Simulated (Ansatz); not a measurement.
Ansatz (an electronic-structure program) input:
A basis named .json is the Basis Set Exchange file of that set.

Ansatz 0.2 input:
```yaml
crystal:
  periodic: [false, false, false]
  atoms:
    - {symbol: Sb, position_ang: [-0.61153293, -0.48845125, 0.87283156]}
    - {symbol: I, position_ang: [-1.01210683, 1.89001114, -0.40903937]}
    - {symbol: I, position_ang: [1.60056305, -1.41999201, -0.43085515]}
basis:
  gaussian:
    orbitals: def2-TZVPPD.json
    fitting: {mean_field: def2-universal-jkfit, correlation: def2-TZVPPD-RIFIT.json}
total_charge: -1
magnetization: {spin_polarized: false}
correlation: {method: mp2, electrons: outside_noble_gas}
```

Problem. Predict the final energy.

Solution. -833.11111 Eh (RI-MP2/def2-TZVPPD). The basis has 174 functions.

This state (charge -1, singlet) is run at the relaxed geometry of the species with charge 0 and multiplicity 2.
